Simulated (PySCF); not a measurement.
Run record: excited-state job, In(CCH)3 (`C#[C][In]([C]#C)[C]#C`).

Computed with TDDFT CAM-B3LYP/def2-SVPD, vertical, gas phase, core orbitals frozen in the response, def2 core potentials past Kr (PySCF 2.14.0, density-fitted response routines). Geometry: PBE0-D3(BJ)/def2-SVP. A driver script takes a list of jobs; this job's settings line and coordinates (Å) are shown.

Command:
```bash
OMP_NUM_THREADS=1 python probes_run.py task.json out
```

Input:
```
{"job": {"kind": "uv", "xc": "CAM-B3LYP", "basis": "def2-SVPD", "ip": true, "nstates": 10}, "charge": 0, "multiplicity": 1}
In     0.004115    -0.007999    -0.012345
C      2.089444    -0.017224    -0.028763
C      3.308565    -0.025330    -0.037159
H      4.385338    -0.031883    -0.046481
C     -1.024247     1.806193    -0.004026
C     -1.617974     2.870727     0.015161
H     -2.144845     3.809236     0.029395
C     -1.036901    -1.814287    -0.001579
C     -1.648697    -2.868246     0.030795
H     -2.190149    -3.797947     0.059412
```

**Question.** What does the run print?

**Answer.** 
```
coarse grid: 46584 points
cycle   1  E = -418.4747100817  dE = -1.978e+01  |g| = 2.415e+00  |ddm| = 2.564e+01
cycle   2  E = -399.5370348757  dE =  1.894e+01  |g| = 8.781e+00  |ddm| = 1.589e+02
cycle   3  E = -419.8813001559  dE = -2.034e+01  |g| = 7.919e-01  |ddm| = 1.654e+02
cycle   4  E = -419.9397098295  dE = -5.841e-02  |g| = 6.376e-01  |ddm| = 2.805e+00
cycle   5  E = -420.0304403090  dE = -9.073e-02  |g| = 6.965e-02  |ddm| = 1.422e+00
cycle   6  E = -420.0318351551  dE = -1.395e-03  |g| = 1.829e-02  |ddm| = 2.585e-01
cycle   7  E = -420.0319400834  dE = -1.049e-04  |g| = 2.919e-03  |ddm| = 1.033e-01
cycle   8  E = -420.0319439006  dE = -3.817e-06  |g| = 5.179e-04  |ddm| = 1.737e-02
final grid: 97408 points
cycle   9  E = -420.0320007992  dE = -2.565e-08  |g| = 7.250e-04  |ddm| = 3.552e-03
cycle  10  E = -420.0320005705  dE =  2.288e-07  |g| = 1.221e-03  |ddm| = 3.939e-03
cycle  11  E = -420.0320009395  dE = -3.691e-07  |g| = 3.244e-05  |ddm| = 2.383e-03
cycle  12  E = -420.0320009402  dE = -6.843e-10  |g| = 3.673e-05  |ddm| = 2.204e-04
cycle  13  E = -420.0320009406  dE = -4.075e-10  |g| = 1.129e-05  |ddm| = 1.002e-04
converged SCF energy = -420.0320009406

Static polarisability (au): isotropic 96.115, principal 61.322 113.219 113.804

Singlet excitations
state   eV       nm        f      main configurations
  1   4.8996    253.0   0.00000   H->L 0.89
  2   4.9459    250.7   0.00000   H-4->L 0.49, H-3->L 0.38
  3   4.9463    250.7   0.00000   H-3->L 0.48, H-4->L 0.39
  4   5.3786    230.5   0.09028   H-1->L 0.84
  5   5.3847    230.3   0.09070   H-2->L 0.82
  6   5.7285    216.4   0.00001   H-5->L 0.79
  7   6.4145    193.3   0.00000   H-2->L+2 0.39, H-1->L+3 0.39, H-5->L+9 0.15
  8   6.4854    191.2   0.00000   H-5->L+2 0.28, H-2->L+3 0.21, H-1->L+2 0.21
  9   6.4863    191.1   0.00000   H-5->L+3 0.27, H-1->L+3 0.22, H-2->L+2 0.20
 10   7.0226    176.6   0.00000   H-6->L 0.73

Triplet excitations (Tamm-Dancoff, eV): 4.4339 4.4380 4.6235 4.6673
Vertical ionisation energy (delta-SCF) = 10.3175 eV
Vertical electron affinity (delta-SCF) = 0.6925 eV
```

The SCF starts on a coarse grid where the log names one; the energy can jump when the final grid takes over, and dE then counts from the start density on the new grid. H and L stand for HOMO and LUMO; the number after each pair is its weight.

**Question.** Give S1 in cm⁻¹ and kJ/mol.

**Answer.** 4.8996 eV × 8065.54 = 39518 cm⁻¹; × 96.485 = 472.7 kJ/mol.

**Question.** How does the lowest singlet excitation compare with the HOMO–LUMO gap?

**Answer.** HOMO -9.53 eV and LUMO -1.34 eV give a gap of 8.19 eV; S1 at 4.90 eV lies 3.29 eV below it.

Summary of the converged run: HOMO -9.53 eV, LUMO -1.34 eV; lowest singlet 4.90 eV; lowest triplet 4.43 eV (Tamm–Dancoff); mean polarisability 96.1 au.

Atoms past krypton carry effective core potentials; spin–orbit coupling is left out.

**Question.** Estimate the wall time. Hardware: Intel Xeon at 2.50 GHz, one thread (shared host). And the peak memory of the process?

**Answer.** About 6.5 min (density and orbital grids were written too), with 0.95 GiB resident at the peak, the Python interpreter and its libraries included.
Labels such as C1 count atoms from 1, the log's own numbers from 0.
